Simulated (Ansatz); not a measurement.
Name a neutral molecule of C, O, Si and H with HOMO energy (PBE0/def2-TZVPP) between -8.60 and -8.30 eV and size of the dipole moment (ωB97M-V/def2-TZVPP) between 1.70 and 2.00 D (Ansatz, PBE0-D4/def2-TZVP geometry).

`OCO[SiH2]O` (-8.58 eV, 1.73 D); `O=COC[SiH3]` (-8.41 eV, 1.79 D); `O=C(O)C[SiH3]` (-8.31 eV, 1.87 D). Other molecules can fit too; these were computed, each in one conformer that needn't be the lowest.
